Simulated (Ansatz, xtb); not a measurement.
Two isomers of C5H3BrN2

Structure X is `C#Cc1nc(Br)c[nH]1`, a singlet and structure Y is `C#Cc1cnc(Br)[nH]1`, a singlet. Both are isolated molecules in the gas phase, relaxed with PBE0-D3(BJ)/def2-SVP.

X (Å):

```xyz
11

C     0.7826   -1.7808   -1.1997
C     1.1848   -0.9030   -0.4663
C     1.6250    0.1261    0.4066
C     2.7700    1.5915    1.4310
C     1.5170    1.6395    2.0094
Br    4.2347    2.6481    1.8999
N     2.8309    0.6664    0.4535
N     0.8000    0.6932    1.3382
H     0.4409   -2.5597   -1.8567
H     1.1069    2.2487    2.8093
H    -0.1691    0.4461    1.4930
```

Y (Å):

```xyz
11

C     0.9263   -1.7328   -1.0225
C     1.1011   -0.8158   -0.2463
C     1.3067    0.2499    0.6571
C     0.4555    0.9177    1.5229
C     2.3525    1.8294    1.7696
Br    3.7636    2.9094    2.3177
N     1.1236    1.8905    2.2010
N     2.5326    0.8629    0.8381
H     0.7647   -2.5431   -1.7093
H    -0.6053    0.7278    1.6750
H     3.3955    0.6304    0.3636
```

Task: Which of the two would you expect CCSD(T)/def2-SVP + ΔMP2/def2-TZVPP electronic energies to favour?

Result: CCSD(T)/def2-SVP + ΔMP2/def2-TZVPP gives E(Y) − E(X) = −0.62 kcal/mol, slightly favouring structure Y, which is too small a margin to settle the true order.

Level by level:

| level | geometry | E(Y) − E(X) (kcal/mol) | departure from the last row (kcal/mol) | job, with rough time for the two |
| --- | --- | --- | --- | --- |
| GFN2-xTB | GFN2-xTB | −1.21 | −0.59 | optimisation, 0.17 s |
| HF/STO-3G | GFN2-xTB | −0.95 | −0.33 | single point, 0.86 s |
| r2SCAN-D4/def2-SVP | GFN2-xTB | −1.11 | −0.49 | single point, 8.4 s |
| PBE0-D3(BJ)/def2-SVP | PBE0-D3(BJ)/def2-SVP | −1.21 | −0.59 | optimisation, 67 s |
| HF/def2-SVP | PBE0-D3(BJ)/def2-SVP | −1.37 | −0.76 | part of the CCSD(T) run |
| MP2/def2-SVP | PBE0-D3(BJ)/def2-SVP | −0.49 | +0.13 | part of the CCSD(T) run |
| CCSD(T)/def2-SVP | PBE0-D3(BJ)/def2-SVP | −0.85 | −0.24 | single point |
| CCSD(T)/def2-SVP + ΔMP2/def2-TZVPP | PBE0-D3(BJ)/def2-SVP | −0.62 |  | single point, 3.7 min |

As drawn, both hold the same kinds of bond in the same numbers.

The largest departure from CCSD(T)/def2-SVP + ΔMP2/def2-TZVPP is that of HF/def2-SVP, 0.76 kcal/mol. The last row adds to CCSD(T) the change of the MP2 difference between the two basis sets, here +0.24 kcal/mol.

With thermal terms from frequencies at re-optimised GFN2-xTB minima (ideal gas, soft modes damped towards free rotors, one conformer each, 298.15 K, 1 atm): the zero-point term adds +0.01 kcal/mol; ΔH is −0.60 and ΔG −0.63 kcal/mol.

The correlated steps freeze 16 core orbitals; the filled d shell of Br is correlated, in a basis made for valence electrons. Run with Ansatz 0.2.0, xtb 6.7.1; the last row on 2 threads of Arm Neoverse V1 on a shared host.
